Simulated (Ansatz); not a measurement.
Cost and result for the atomization energy of CH9AlBNSi, SMILES `C[SiH2][B](N)[AlH2]` (14 atoms, 13 bonds).

```xyz
14

C     1.966   -0.599   -0.921
Si    0.970    0.871   -0.299
B    -0.902    0.343    0.238
N    -1.980    1.035   -0.307
Al   -1.330   -1.242    1.621
H     1.509   -1.030   -1.815
H     2.988   -0.307   -1.170
H     2.013   -1.380   -0.157
H     0.970    1.943   -1.348
H     1.673    1.448    0.890
H    -1.878    1.793   -0.966
H    -2.944    0.843   -0.083
H    -0.218   -2.218    2.216
H    -2.836   -1.500    2.102
```

Charge 0, multiplicity 1. The geometry is a stationary point of PBE0-D4/def2-TZVP. It is one conformer, not always the lowest. Program: Ansatz. All runs use 4 threads of an AMD EPYC 9B45 on a shared host. Times are those of one run each, without the atoms' runs, and a repeat can differ threefold. Electronic energies, without spin–orbit coupling; frozen cores. CCSD(T)/CBS adds CCSD(T) − MP2 in def2-TZVPP to the MP2 limit, and its time is that of the two runs behind it. T1 = 0.013. B3LYP takes the VWN-RPA correlation (the form of Gaussian; ORCA's B3LYP/G).

CCSD(T)/CBS is a level of theory with its own doubt, some kJ/mol a heavy atom from the limit and from the frozen cores, so smaller differences don't rank the functionals.

```csv
level,functions,wall time,atomization (kcal/mol),difference from CCSD(T)/CBS,per bond
PBE-D4/def2-TZVPP (with forces),303,1.7 s,1114.5,10.1,0.8
PBE0-D4/def2-TZVPP,303,2.6 s,1104.1,-0.3,0.0
r2SCAN-D4/def2-TZVPP (with forces),303,3 s,1107.7,3.3,0.2
B3LYP-D4/def2-TZVPP (with forces),303,4.4 s,1109.7,5.3,0.4
B2PLYP/def2-TZVPP,303,4.8 s,1093.5,-10.9,-0.8
ωB97X-V/def2-TZVPP,303,5.5 s,1112.8,8.4,0.6
ωB97M-V/def2-TZVPP (with forces),303,8.5 s,1109.8,5.4,0.4
MP2/def2-QZVPP,581,25 s,1096.1,-8.3,-0.6
CCSD(T)/def2-TZVPP,303,3.6 min,1077.1,-27.3,-2.1
CCSD(T)/CBS(def2),–,4.1 min,1104.4,0.0,0.0
```

The D4 term adds +11.0 kcal/mol with B3LYP and +5.9 kcal/mol with PBE0; it sums over pairs of atoms, weighted by their polarisabilities, and B3LYP, whose exchange is more repulsive, gets the larger term. From PBE to PBE0 (25 % exact exchange), in def2-TZVPP and without D4, the atomization energy moves by −9.4 kcal/mol: exact exchange takes away binding that semilocal exchange gives to molecules. In def2-TZVPP, CCSD(T) changes the Hartree–Fock value by +250.4 kcal/mol (the triples alone add +12.6 kcal/mol) and MP2 by +253.2 kcal/mol; breaking electron pairs costs correlation energy, which Hartree–Fock lacks.
